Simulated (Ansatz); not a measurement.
Two isomers of C3H7NOSi: A = `N=CC(O)=C[SiH3]`, B = `C/C=C1\N[SiH2]O1`.

Gas-phase electronic energies from Ansatz, PBE0-D4/def2-TZVP geometries. CBS: MP2 limit from def2 TZ/QZ plus the TZ coupled-cluster correction, frozen cores. Functionals use def2-TZVPP. B3LYP here is the variant with VWN-RPA as its local correlation; programs differ in this. One conformer a species, not always the lowest.

Problem. Which is lower in electronic energy at CCSD(T)/CBS, and by how much? (Estimate.)

Solution. Computed: B, by 160.5 kJ/mol.

Problem. Give E(B) − E(A) in kJ/mol with CCSD/def2-TZVPP, ωB97M-V, PBE0-D4, PBE-D4, CCSD(T)/def2-SVP, B3LYP-D4, BLYP-D4. (Best estimate.)

Solution. Ansatz gave: CCSD/def2-TZVPP -161.1, ωB97M-V -167.0, PBE0-D4 -165.4, PBE-D4 -145.6, CCSD(T)/def2-SVP -129.7, B3LYP-D4 -148.6, BLYP-D4 -129.6. None reverses the order clearly.

Problem. Does the order hold for the free energy at 298.15 K (harmonic terms from PBE0-D4)? (Estimate.)

Solution. The calculation gave: Yes: G(B) − G(A) = -147.2 kJ/mol, for one conformer each.

Largest T1 diagnostic: 0.013.

From PBE to PBE0 (25 % exact exchange), in def2-TZVPP and without D4, E(B) − E(A) moves by −19.9 kJ/mol. Leaving LDA and LC-ωPBE aside and taking each functional with its dispersion term where it has one, the values, not all of them listed here, spread over 49.0 kJ/mol, from PBE-QIDH to BLYP-D4. LDA lies −26.0 kJ/mol from PBE without D4.
